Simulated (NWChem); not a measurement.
Everything below was run with NWChem. System: AgF, charge 0, spin multiplicity 1, at a geometry optimised with PBE0/def2-SVP with def2 effective core potentials on Ag. The structure started from a generated list of species. Level: PBE/def2-SVPD with def2 effective core potentials on Ag.

The NWChem input:

```
start mol
memory heap 200 mb stack 900 mb global 1100 mb
geometry units angstroms nocenter noautoz
  Ag     0.000000     0.000000    -0.317217
  F      0.000000     0.000000     1.656577
  symmetry group C2v
end
basis spherical
  * library def2-svpd
end
ecp
  Ag library def2-ecp
end
dft
  xc xpbe96 cpbe96
  semidirect memsize 60000000 filesize 0
  iterations 100
end
property
  dipole
  response 1 0.0
end
task dft property
```

NWChem printed:

```
             Northwest Computational Chemistry Package (NWChem) 7.3.0
             --------------------------------------------------------

                                NWChem Input Module
                                -------------------

 Scaling coordinates for geometry "geometry" by  1.889725989
 (inverse scale =  0.529177249)

 Turning off AUTOSYM since
 SYMMETRY directive was detected!

                             Geometry "geometry" -> ""
                             -------------------------

 Output coordinates in angstroms (scale by  1.889725989 to convert to a.u.)

  No.       Tag          Charge          X              Y              Z
 ---- ---------------- ---------- -------------- -------------- --------------
    1 Ag                  47.0000     0.00000000     0.00000000    -0.31721700
    2 F                    9.0000     0.00000000     0.00000000     1.65657700

 Effective nuclear repulsion energy (a.u.)     113.4069595545

            Nuclear Dipole moment (a.u.)
            ----------------------------
        X                 Y               Z
 ---------------- ---------------- ----------------
     0.0000000000     0.0000000000    -0.0000113384

      Symmetry information
      --------------------

 Group name             C2v
 Group number             16
 Group order               4
 No. of unique centers     2

      Symmetry unique atoms

     1    2


 Summary of "ao basis" -> "" (spherical)
 ------------------------------------------------------------------------------
       Tag                 Description            Shells   Functions and Types
 ---------------- ------------------------------  ------  ---------------------
 *                         def2-svpd                  on all atoms

                                 NWChem DFT Module
                                 -----------------

 Summary of "ao basis" -> "ao basis" (spherical)
 ------------------------------------------------------------------------------
       Tag                 Description            Shells   Functions and Types
 ---------------- ------------------------------  ------  ---------------------
 Ag                        def2-svpd                12       34   5s4p2d1f
 F                         def2-svpd                 9       23   4s3p2d

 Summary of "ao basis" -> "ao basis" (spherical)
 ------------------------------------------------------------------------------
       Tag                 Description            Shells   Functions and Types
 ---------------- ------------------------------  ------  ---------------------
 Ag                        def2-svpd                12       34   5s4p2d1f
 F                         def2-svpd                 9       23   4s3p2d

            General Information
            -------------------
          SCF calculation type: DFT
          Wavefunction type:  closed shell.
          No. of atoms     :     2
          No. of electrons :    28
           Alpha electrons :    14
            Beta electrons :    14
          Charge           :     0
          Spin multiplicity:     1
          Use of symmetry is: off; symmetry adaption is: off
          Maximum number of iterations: 100
          AO basis - number of functions:    57
                     number of shells:    21
          Convergence on energy requested:  1.00D-06
          Convergence on density requested:  1.00D-05
          Convergence on gradient requested:  5.00D-04

              XC Information
              --------------
[...]
     3     -0.173125  1 Ag s                  1      0.162709  1 Ag s
     8      0.153123  1 Ag pz                11     -0.128271  1 Ag pz

 Vector   16  Occ=0.000000D+00  E=-2.100140D-02
              MO Center=  2.4D-07, -2.7D-07, -5.0D-01, r^2= 6.6D+00
   Bfn.  Coefficient  Atom+Function         Bfn.  Coefficient  Atom+Function
  ----- ------------  ---------------      ----- ------------  ---------------
    13      0.604777  1 Ag py                12     -0.529027  1 Ag px
     7     -0.161964  1 Ag py                16      0.150993  1 Ag py
    10      0.146645  1 Ag py                 6      0.141677  1 Ag px
    15     -0.132081  1 Ag px                 9     -0.128278  1 Ag px
    46     -0.116373  2 F  py                45      0.101797  2 F  px

 Vector   17  Occ=0.000000D+00  E=-2.100140D-02
              MO Center= -1.2D-07,  1.3D-07, -5.0D-01, r^2= 6.6D+00
   Bfn.  Coefficient  Atom+Function         Bfn.  Coefficient  Atom+Function
  ----- ------------  ---------------      ----- ------------  ---------------
    12      0.604777  1 Ag px                13      0.529027  1 Ag py
     6     -0.161964  1 Ag px                15      0.150993  1 Ag px
     9      0.146645  1 Ag px                 7     -0.141677  1 Ag py
    16      0.132081  1 Ag py                10      0.128278  1 Ag py
    45     -0.116373  2 F  px                46     -0.101797  2 F  py

 center of mass
 --------------
 x =   0.00000000 y =   0.00000000 z =  -0.03661974

 moments of inertia (a.u.)
 ------------------
         224.428993828606           0.000000000000           0.000000000000
           0.000000000000         224.428993828606           0.000000000000
           0.000000000000           0.000000000000           0.000000000000

     Multipole analysis of the density
     ---------------------------------

     L   x y z        total         alpha         beta         nuclear
     -   - - -        -----         -----         ----         -------
     0   0 0 0     -0.000000    -14.000000    -14.000000     28.000000

     1   1 0 0      0.000002      0.000001      0.000001      0.000000
     1   0 1 0     -0.000002     -0.000001     -0.000001      0.000000
     1   0 0 1     -2.097603     -9.441141     -9.441141     16.784679

     2   2 0 0    -17.470395     -8.735198     -8.735198      0.000000
     2   1 1 0      0.000000      0.000000      0.000000      0.000000
     2   1 0 1     -0.000001     -0.000000     -0.000000      0.000000
     2   0 2 0    -17.470395     -8.735198     -8.735198      0.000000
     2   0 1 1      0.000001      0.000000      0.000000      0.000000
     2   0 0 2    -20.690223    -57.858358    -57.858358     95.026493

 *** CALLING NEW AORESP DRIVER FOR CLOSED AND OPEN SHELLS ***
 Entering AOResponse driver routine

--------------------------------------------------------------------------------

          ****************
          *** RESPONSE ***
          ****************

 Response module for NWChem and dynamic CPKS solver

          -----------------------------------------------
          Solving response equations for perturbing field
          -----------------------------------------------

 number of frequencies:     1
 frequency in a.u.:  0.0000000E+00
 Perturbing field: electric
 Using El. Dipole Length Gauge

 Setting up CPKS with frequency omega =      0.00000000 a.u.

 STATIC response

                                NWChem CPHF Module
                                ------------------

  scftype          =     RHF
  nclosed          =       14
  nopen            =        0
  variables        =      602
  # of vectors     =        3
  tolerance        = 0.10D-03
  level shift      = 0.00D+00
  max iterations   =       50
  max subspace     =       30

  int2e_file: Failed to allocate cache ... halving
 SCF residual:    1.6913518611484269E-003

Iterative solution of linear equations
  No. of variables      602
  No. of equations        3
  Maximum subspace       30
        Iterations       50
       Convergence  1.0D-04

   iter   nsub   residual    time
   ----  ------  --------  ---------
     1      3    9.17D+00       8.8
     2      6    5.87D+00      10.0
     3      9    4.59D-01      11.2
     4     12    1.45D-01      12.4
     5     15    3.41D-02      13.6
     6     18    5.89D-03      14.7
     7     21    5.91D-04      15.9
     8     24    4.98D-05      17.0

 Electric Dipole Response Matrix (nonzero elements):

              1        2        3
    1   23.7087  -0.0000   0.0000
    2   -0.0000  23.7087  -0.0000
    3    0.0000  -0.0000  32.5946

 ------------------------------------------
 average:        26.67067 + I       0.00000

 DFT Linear Response polarizability / au
 Frequency  =       0.0000000 / au
 Wavelength = -999999.0000000 / nm
              X              Y              Z
 -----------------------------------------------
 X      23.7087155     -0.0000004      0.0000073
 Y      -0.0000004     23.7087156     -0.0000090
 Z       0.0000072     -0.0000089     32.5945703
 -----------------------------------------------
 Eigenvalues =      23.7087152     23.7087160     32.5945703
 Isotropic   =      26.6706672
 Anisotropic =       8.8858547
 -----------------------------------------------

 Magnetic Dipole Response Matrix (nonzero elements):
 Optical rotation tensor Beta

 *** static G'=0. Use GPRIME input with finite omega
 *** or better ORBETA without GPRIME for small or zero freq.

 zero matrix

 ------------------------------------------
 average:         0.00000 + I       0.00000

 Exiting AOResponse driver routine

          -------------
          Dipole Moment
          -------------

 Center of charge (in au) is the expansion point
         X =       0.0000000 Y =       0.0000000 Z =       0.5994528

   Dipole moment        2.0976030701 A.U.
             DMX        0.0000018337 DMXEFC        0.0000000000
             DMY       -0.0000023060 DMYEFC        0.0000000000
             DMZ       -2.0976030701 DMZEFC        0.0000000000
   -EFC- dipole         0.0000000000 A.U.
   Total dipole         2.0976030701 A.U.

   Dipole moment        5.3316154937 Debye(s)
             DMX        0.0000046609 DMXEFC        0.0000000000
             DMY       -0.0000058612 DMYEFC        0.0000000000
             DMZ       -5.3316154937 DMZEFC        0.0000000000
   -EFC- dipole         0.0000000000 DEBYE(S)
   Total dipole         5.3316154937 DEBYE(S)

 1 a.u. = 2.541766 Debyes

 Task  times  cpu:       17.0s     wall:       17.0s

 Total times  cpu:       17.1s     wall:       17.1s
```
